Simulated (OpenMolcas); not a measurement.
# Computed transition rates of C+

```
Program             : OpenMolcas 26.06
Method              : MS-RASPT2, IPEA 0.25 Eh, imaginary shift 0.1 Eh (closed shells correlated: 1s)
Basis               : ANO-RCC-VQZP [5s4p3d2f1g]
Scalar Hamiltonian  : DKH2, point nucleus
Active space        : 3 electrons in 9 orbitals (RAS2 2s 2p; RAS3 3d, at most 2 electrons)
State averaging     : 2S+1 = 4 odd, 1 root; 2S+1 = 2 odd, 11 roots; 2S+1 = 4 even, 3 roots; 2S+1 = 2 even, 9 roots
Spin-orbit coupling : state interaction with AMFI integrals over the reference wave functions, term energies averaged over their components
```

Rates come from the transition moments of the reference wave functions (E1 and E2 in the length form). At fixed line strength A goes as λ^-3 for E1 and M1 and as λ^-5 for E2, so a rate at the computed wavelength can be rescaled to the measured one. Measured vacuum wavelengths follow from level energies in NIST Handbook of Basic Atomic Spectroscopic Data. Branching counts decays inside the model space alone, at computed energies, and the table is only a selection of the E1 lines, drawn from those between levels with measured partners whose computed energy lies within a factor of 1.5 of the measured one.

| Upper | Lower | Type | λ computed (nm) | λ measured (nm) | A computed (s-1) | A rescaled (s-1) | Branching % |
| --- | --- | --- | --- | --- | --- | --- | --- |
| 2s 2p² ²P_3/2 | 2s² 2p ²P°_3/2 | E1 | 90.05 | 90.41 | 3.39e+09 | 3.35e+09 | 83.3 |
| 2s 2p² ²P_1/2 | 2s² 2p ²P°_1/2 | E1 | 90.03 | 90.4 | 2.70e+09 | 2.67e+09 | 66.5 |
| 2p³ ⁴S°_3/2 | 2s 2p² ⁴P_5/2 | E1 | 101 | 101 | 1.73e+09 | 1.73e+09 | 50.0 |
| 2s 2p² ²P_1/2 | 2s² 2p ²P°_3/2 | E1 | 90.08 | 90.45 | 1.36e+09 | 1.34e+09 | 33.5 |
| 2p³ ²P°_1/2 | 2s 2p² ²D_3/2 | E1 | 102.6 | 106.6 | 1.31e+09 | 1.17e+09 | 69.2 |
| 2p³ ²P°_3/2 | 2s 2p² ²D_5/2 | E1 | 102.6 | 106.6 | 1.17e+09 | 1.04e+09 | 62.2 |
| 2p³ ⁴S°_3/2 | 2s 2p² ⁴P_3/2 | E1 | 101 | 101 | 1.15e+09 | 1.15e+09 | 33.3 |
| 2s 2p² ²S_1/2 | 2s² 2p ²P°_3/2 | E1 | 101.6 | 103.7 | 9.31e+08 | 8.76e+08 | 66.3 |
| 2s 2p² ²P_3/2 | 2s² 2p ²P°_1/2 | E1 | 90 | 90.36 | 6.77e+08 | 6.69e+08 | 16.7 |
| 2p³ ⁴S°_3/2 | 2s 2p² ⁴P_1/2 | E1 | 101 | 101 | 5.77e+08 | 5.77e+08 | 16.7 |
| 2p³ ²D°_5/2 | 2s 2p² ²D_5/2 | E1 | 132.2 | 132.4 | 5.57e+08 | 5.54e+08 | 84.7 |
| 2p³ ²D°_3/2 | 2s 2p² ²D_3/2 | E1 | 132.2 | 132.4 | 5.36e+08 | 5.34e+08 | 81.5 |
| 2s 2p² ²S_1/2 | 2s² 2p ²P°_1/2 | E1 | 101.6 | 103.6 | 4.74e+08 | 4.47e+08 | 33.7 |
| 2p³ ²P°_3/2 | 2s 2p² ²P_3/2 | E1 | 163.6 | 172.2 | 3.19e+08 | 2.74e+08 | 16.9 |
| 2s 2p² ²D_5/2 | 2s² 2p ²P°_3/2 | E1 | 133.9 | 133.6 | 2.67e+08 | 2.69e+08 | 100.0 |
| 2p³ ²P°_1/2 | 2s 2p² ²P_1/2 | E1 | 163.5 | 172.1 | 2.56e+08 | 2.20e+08 | 13.6 |
| 2s 2p² ²D_3/2 | 2s² 2p ²P°_1/2 | E1 | 133.8 | 133.5 | 2.23e+08 | 2.25e+08 | 83.5 |
| 2p³ ²P°_3/2 | 2s 2p² ²S_1/2 | E1 | 135.5 | 138.4 | 2.00e+08 | 1.88e+08 | 10.6 |
| 2p³ ²P°_1/2 | 2s 2p² ²S_1/2 | E1 | 135.5 | 138.4 | 1.98e+08 | 1.86e+08 | 10.5 |
| 2p³ ²D°_5/2 | 2s 2p² ²P_3/2 | E1 | 254.5 | 251.3 | 6.10e+07 | 6.34e+07 | 9.3 |
| 2s 2p² ²D_3/2 | 2s² 2p ²P°_3/2 | E1 | 133.9 | 133.6 | 4.42e+07 | 4.45e+07 | 16.5 |
| 2s 2p² ⁴P_1/2 | 2s² 2p ²P°_1/2 | E1 | 235.7 | 232.5 | 4.74e+01 |  | 52.1 |
| 2s 2p² ⁴P_1/2 | 2s² 2p ²P°_3/2 | E1 | 236.1 | 232.9 | 4.36e+01 |  | 47.9 |
| 2s 2p² ⁴P_5/2 | 2s² 2p ²P°_3/2 | E1 | 235.7 | 232.6 | 3.18e+01 |  | 100.0 |
| 2s 2p² ⁴P_3/2 | 2s² 2p ²P°_3/2 | E1 | 235.9 | 232.8 | 1.24e+01 |  | 93.4 |

Spin-changing lines and M1 lines between different terms are not rescaled, since their strength hangs on the term gaps too.

The largest correction is for 2p³ ²P°_1/2 → 2s 2p² ²P_1/2 (E1): 2.56e+08 × (163.5 / 172.1)^3 = 2.20e+08 s-1, a factor of 0.86.

The computed rate and branching of 2s 2p² ²D_5/2 → 2s² 2p ²P°_3/2 give the upper level a radiative lifetime of 1.000 / 2.67e+08 s-1 = 3.75e-09 s, counting decays inside the model space alone. The rescaled rate gives about 3.7e-09 s.

The computed order of these levels differs from the measured one in 2 places, and where term gaps are wrong the rates of spin-changing lines can be off by large factors.

No measured rate stands beside these. Rescaling mends the energy factor alone: line strengths can still be far off where a level mixes with configurations outside the active space, and weak or spin-changing lines hang on small mixing coefficients that depend on the term gaps too, so rescaling need not improve them.

CASPT2 does not keep the components of a term degenerate, so their means are used; among the terms shown or strongly mixed into the levels shown the widest spread is 14 cm-1 (2s 2p² ²D). Active for correlation alone: 3d; no level in the range computed is led by a configuration that fills it, so any true level of that kind is missing. Measured partners are found by configuration, term and J. A level has none where our copy of the source lacks it or the pairing is in doubt (some pairs that miss far off the trend of their configuration count as doubtful). Levels of configurations outside the active space are missing.

° marks odd parity.
